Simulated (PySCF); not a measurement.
ClH4PPb.
Geometry (PBE0-D3(BJ)/def2-SVP, Å), atoms numbered from 1 in this order:
```xyz
7
ClH4PPb angstrom
P      1.689   -0.649   -0.213
Pb    -0.860   -0.336    0.011
Cl    -1.205    2.081    0.339
H      1.924    0.174    0.931
H      1.778    0.456   -1.114
H     -1.543   -1.064    1.461
H     -1.750   -0.691   -1.465
```

Level of theory: PBE0-D3(BJ)/def2-SVP geometry optimisation, gas phase, def2 core potentials past Kr in PySCF 2.14.0.

Problem. Which atoms are bound to Pb2, and at what distances?

Solution. 4 atoms: H7 1.760 Å, H6 1.760 Å, Cl3 2.463 Å, P1 2.578 Å. The nearest atom not counted as bound is H5, at 2.98 Å (others tie with it).

Problem. List the angles at Pb2.

Solution. 
| angle | degrees | distance of the outer atoms (Å) |
| --- | --- | --- |
| H6–Pb2–H7 | 114.3 | 2.96 |
| P1–Pb2–H6 | 113.9 | 3.66 |
| P1–Pb2–H7 | 113.7 | 3.66 |
| P1–Pb2–Cl3 | 105.6 | 4.02 |
| Cl3–Pb2–H6 | 104.0 | 3.36 |
| Cl3–Pb2–H7 | 103.8 | 3.35 |

Problem. What is the shape at Pb2?

Solution. Distorted tetrahedral: angles from 103.8° to 114.3°; τ4 = (360° − α − β)/141° = 0.93 with α and β the two widest (0 for a square, 1 for a tetrahedron).

Problem. What are the other bond lengths?

Solution. P1–H4, P1–H5 1.429 Å.

Problem. What are the rotational constants (commonest isotopes, rigid rotor)?

Solution. A = 3775, B = 1828, C = 1273 MHz: an asymmetric top.

Point group: Cs (every atom within 0.08 Å of its image). Charge 0, singlet. No frequency check.

The run took 19 s of wall time on an Intel Xeon Platinum 8488C with one thread, shared host, and the process peaked at 0.37 GiB of memory. That covers the optimisation of the geometry.

One conformer stands for the species.
